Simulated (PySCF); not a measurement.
Two species compared at the same levels of theory.

First species: bicyclopropyl, C₆H₁₀.
Z-matrix (Å and degrees, PBE0-D3(BJ)/def2-SVP geometry), rows numbered from 1:
```
C 
C   1  1.5013
C   2  1.5003  1   60.01
C   3  1.4927  1  120.47  2  -109.83
C   4  1.5010  3  120.47  1  -180.00
C   4  1.5003  3  120.44  1  -109.06
H   1  1.0940  2  117.92  3  -107.29
H   1  1.0932  2  118.62  3   108.20
H   2  1.0932  1  118.61  3  -108.54
H   2  1.0940  1  117.76  3   107.15
H   3  1.0964  1  115.95  2   106.39
H   4  1.0964  3  113.79  1    35.50
H   5  1.0932  4  118.49  6   108.40
H   5  1.0940  4  117.50  6  -107.99
H   6  1.0932  4  118.76  5  -108.29
H   6  1.0940  4  117.31  5   107.89
```

Second species: C6H11Cl3.
SMILES: `CC(C)(C)CC(Cl)(Cl)Cl`

Levels: CAM-B3LYP/def2-SVPD for dipole moment, HOMO energy, LUMO energy, HOMO–LUMO gap, static isotropic polarisability and electronic spatial extent ⟨r²⟩ about the centre of nuclear charge; TDDFT CAM-B3LYP/def2-SVPD for lowest singlet excitation; TDA CAM-B3LYP/def2-SVPD for lowest triplet excitation (Tamm–Dancoff); PBE0-D3(BJ)/def2-SVP for rotational constant A and rotational constant C. Geometries: PBE0-D3(BJ)/def2-SVP. Each species is one conformer at its optimised geometry, gas phase, non-relativistic unless stated. Electronic properties by PySCF.

Dipoles, sizes and rotational constants follow the conformer. The torsions of the flexible species, by atom-mapped SMILES:
- `[CH2:1]1[CH2:2][CH:3]1[CH:4]1[CH2:5][CH2:6]1`: C2–C3–C4–C5 109°
- `[CH3:1][C:2]([CH3:3])([CH3:4])[CH2:5][C:6]([Cl:7])([Cl:8])[Cl:9]`: C1–C2–C5–C6 -160°, C2–C5–C6–Cl7 -170°

```tsv
property	column X	column Y
dipole moment	2.18 D	0.00 D
HOMO energy	-10.05 eV	-8.62 eV
LUMO energy	0.31 eV	1.66 eV
HOMO–LUMO gap	10.36 eV	10.28 eV
lowest singlet excitation	6.48 eV	7.36 eV
lowest triplet excitation (Tamm–Dancoff)	5.84 eV	7.23 eV
static isotropic polarisability	113.4 au	68.0 au
electronic spatial extent ⟨r²⟩ about the centre of nuclear charge	2016 bohr²	664 bohr²
rotational constant A	1.318 GHz	9.234 GHz
rotational constant C	0.664 GHz	2.032 GHz
```

Task: Which column belongs to which species?

Result: Column X is the second species and column Y the first. The first has 16 atoms and 46 electrons, the second 20 and 98.

Task: How does each property change from the first species to the second?

Result: dipole moment +2.18 D; HOMO energy -1.43 eV; LUMO energy -1.35 eV; HOMO–LUMO gap +0.08 eV; lowest singlet excitation -0.88 eV; lowest triplet excitation (Tamm–Dancoff) -1.39 eV; static isotropic polarisability +45.4 au; electronic spatial extent ⟨r²⟩ about the centre of nuclear charge +1352 bohr²; rotational constant A -7.916 GHz; rotational constant C -1.368 GHz.

On the first: S1 lies 2.92 eV below the HOMO–LUMO gap; its leading configuration is HOMO→LUMO+1, weight 0.90. Point group C2h forbids a permanent dipole, so the rigid molecule has no electric-dipole pure rotational spectrum.

On the second: In atomic units the dipole is 0.86 e·bohr (1 au = 2.5417 D). The principal polarisabilities are 107.6, 110.2 and 122.2 au; their mean is the isotropic value.
